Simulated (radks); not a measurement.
Initial-state core-level shifts of the scandium ion Sc2+ when its valence configuration changes from [Ar] 3d1. Method: scalar-relativistic Kohn-Sham, PBE, spin-polarised, spherical densities, point nucleus; open shells are filled with parallel spins first; computed with a radial shooting solver on a logarithmic mesh with Libxc functionals. Shifts are changes of the shell-averaged eigenvalues in eV (positive: less bound).

valence          1s      2p      3s      3p
4s1          -6.324  -7.293  -6.069  -5.768
4p1          -7.448  -8.423  -7.169  -6.845
3d0.5 4s0.5  -3.023  -3.480  -2.945  -2.801
